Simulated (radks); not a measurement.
Mo I, configuration [Kr] 4d5 5s1 (the NIST ground configuration).

Method: Dirac Kohn-Sham, relativistic LDA (MacDonald-Vosko exchange, VWN5 correlation), spin-unpolarised, spherical densities, finite nucleus; open shells fill j = l - 1/2 first; Fermi nuclear charge, rms radius 4.4091 fm; computed with a radial shooting solver on a logarithmic mesh with Libxc functionals.

Energy parts (hartree):
total: -4040.22042
kinetic: 4178.72462
electron-nucleus: -9761.93434
Hartree: 1657.55370
exchange-correlation: -114.56440

Orbitals (lengths in bohr, moments of r in powers of bohr; r(90%) holds 90 % of the orbital's charge):
orbital	occ.	eigenvalue (hartree)	r(90%)	<r^4>
1s1/2	2	-724.1659	0.0632	7.303e-06
2s1/2	2	-102.3863	0.238	0.001348
2p1/2	2	-94.34435	0.214	0.0008925
2p3/2	4	-90.46046	0.221	0.0009986
3s1/2	2	-17.40828	0.636	0.06983
3p1/2	2	-14.32701	0.642	0.07206
3p3/2	4	-13.68649	0.658	0.07919
3d3/2	4	-8.19434	0.662	0.08244
3d5/2	6	-8.07251	0.667	0.08501
4s1/2	2	-2.35542	1.62	2.966
4p1/2	2	-1.47493	1.81	4.674
4p3/2	4	-1.38261	1.86	5.205
5s1/2	1	-0.15749	5.36	354.0
4d3/2	4	-0.14714	3.32	60.46
4d5/2	1	-0.13963	3.38	65.32

The highest occupied level is 4d5/2 at -3.800 eV. The electron density at the nucleus is 8.99e+04 e/bohr^3. Summed over all electrons, <r^2> = 57.18 bohr^2, which gives a Langevin (diamagnetic) susceptibility term of -45.3 x 10^-6 cm^3/mol. The density falls to 0.001 e/bohr^3 at r = 4.70 bohr. For comparison, the ionisation energy in NIST's Atomic Spectra Database is 7.092 eV (measured). In exact Kohn-Sham theory the highest level is minus the ionisation energy, but local and semilocal functionals leave it too shallow, through self-interaction and a potential that decays too fast; potentials with the right tail come closer.

Beside tabulated values, note that spin-unpolarised runs miss the spin-polarisation part of the exchange energy of open shells.
